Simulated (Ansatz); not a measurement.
Wavefunction ladder for CH₆BSbSe

```xyz
10

Se   -1.110    0.083   -1.673
C     0.330    1.075   -0.709
B     0.265   -0.276    0.045
Sb   -0.960   -0.405    1.941
H    -0.211   -0.499   -2.678
H    -0.131    1.975   -0.308
H     1.131    1.303   -1.407
H     1.000   -1.160   -0.278
H     0.398   -0.018    2.906
H    -0.712   -2.078    2.161
```

Total charge 0; spin multiplicity 1. Correlated methods include outer-core shells of Sb, Se, which these sets cover unevenly. Scalar relativity is left out up to krypton. Sb takes the def2 core potential. The bonds changed during the relaxation, so this is another structure than the one it started from. All single points use the PBE0-D4/def2-TZVP geometry. It is one conformer, not always the lowest. Frozen core, restricted reference, the Gaussian-basis code of Ansatz.

```json
{"basis": "def2-SVP", "HF (Eh)": "-2704.75770", "MP2 corr.": "-0.59886"}
{"basis": "def2-TZVPP", "HF (Eh)": "-2705.13659", "MP2 corr.": "-0.92379"}
{"basis": "def2-QZVPP", "HF (Eh)": "-2705.18867", "MP2 corr.": "-1.48291"}
```

Task: Estimate the CCSD correlation energy and the (T) correction in each basis where they were run (hartree).

Result: 
| basis | CCSD corr. | (T) |
| --- | --- | --- |
| def2-SVP | -0.64471 | -0.02118 |
| def2-TZVPP | -0.94837 | -0.03626 |
